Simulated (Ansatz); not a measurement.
Cartesian coordinates in Å:
```
O -1.069 -1.017 2.196
Si -0.004 -0.917 0.969
F 1.364 -0.230 1.443
N -0.742 0.084 -0.194
Si 0.002 0.889 -1.512
O 1.613 0.691 -1.403
Cl -0.569 2.863 -1.451
H -0.942 -1.691 2.865
H 0.408 -2.249 0.486
H -1.707 0.315 0.001
H -0.391 0.386 -2.837
H 2.037 0.876 -0.561
```

The species carries charge 0 and has multiplicity 1.

**Question.** List the PBE0/def2-TZVPP orbital energies in eV (Ansatz). (Best estimate.)

**Answer.** Computed: Occupied: -2767.23, -1804.22, -1804.16, -673.99, -523.29, -523.06, -391.32, -259.10, -197.37, -197.25, -197.25, -146.33, -146.27, -101.04, -101.01, -100.98, -100.96, -100.95, -100.89, -33.41, -28.82, -28.60, -24.31, -22.95, -16.66, -16.11, -14.99, -14.01, -13.58, -13.14, -12.62, -11.97, -11.59, -11.42, -10.53, -10.38, -10.02, -9.84, -9.25, -9.10, -8.41. Lowest empty: 0.44, 0.77, 1.05, 1.40, 1.52, 2.17, 2.53, 2.86.
